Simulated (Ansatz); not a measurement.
Consider the ligand exchange at the Si–C bond: `[SiH3]/C=C/Br` + `C=C(O)F` → `C=C(F)O[SiH3]` + `C=CBr`.

Isolated molecules relaxed with PBE0-D4/def2-TZVP in Ansatz; ΔE leaves out vibrations. CBS: MP2 limit from def2 TZ/QZ plus the TZ coupled-cluster correction, frozen cores. For Br outer-core shells are correlated without core-valence functions, which leaves a few kJ/mol of doubt a bond. Scalar relativity is left out up to krypton. Each species was taken in one conformer, which may not be the lowest.

`[SiH3]/C=C/Br`:

```xyz
9

Si    0.060    0.458    1.291
C     0.420   -0.431   -0.304
C    -0.353   -0.269   -1.366
Br   -0.065   -1.128   -3.020
H     1.208    1.322    1.672
H    -1.155    1.293    1.107
H    -0.167   -0.520    2.388
H     1.277   -1.097   -0.374
H    -1.227    0.371   -1.394
```

`C=C(O)F`:

Cartesian coordinates in Å:
```
C -0.348 0.827 0.575
C -0.027 -0.190 -0.203
O 1.099 -0.904 -0.148
F -0.840 -0.629 -1.171
H -1.293 1.328 0.436
H 0.336 1.149 1.343
H 1.073 -1.580 -0.832
```

`C=C(F)O[SiH3]`:

Z-matrix (Å, degrees):
```
Si
O 1 1.672
H 1 1.478 2 103.5
H 1 1.482 2 110.5 3 -118.8
H 1 1.482 2 110.6 3 118.8
C 2 1.324 1 126.6 3 180.0
F 6 1.343 2 112.0 1 0.1
C 6 1.321 2 126.7 1 -179.9
H 8 1.078 6 119.9 2 -180.0
H 8 1.079 6 119.6 2 0.0
```

`C=CBr`:

Cartesian coordinates in Å:
```
C -0.422 -0.543 -0.312
C 0.451 0.276 0.240
Br 0.069 2.070 0.657
H -1.429 -0.234 -0.565
H -0.132 -1.565 -0.525
H 1.463 -0.004 0.504
```

| species | CCSD(T)/CBS(def2) energy (Eh) |
| --- | --- |
| `[SiH3]/C=C/Br` | -2941.48026 |
| `C=C(O)F` | -252.84296 |
| `C=C(F)O[SiH3]` | -543.15525 |
| `C=CBr` | -2651.19815 |

Problem. Work out ΔE.

Solution. ΔE = (-543.15525) + (-2651.19815) − (-2941.48026) − (-252.84296) = -0.03018 Eh = -0.82 eV.

Largest T1 diagnostic among the species: 0.012.

In def2-TZVPP, CCSD(T) changes the Hartree–Fock value by +0.16 eV (the triples alone add +0.03 eV) and MP2 by +0.17 eV. From PBE to PBE0 (25 % exact exchange), in def2-TZVPP and without D4, ΔE moves by −0.05 eV.
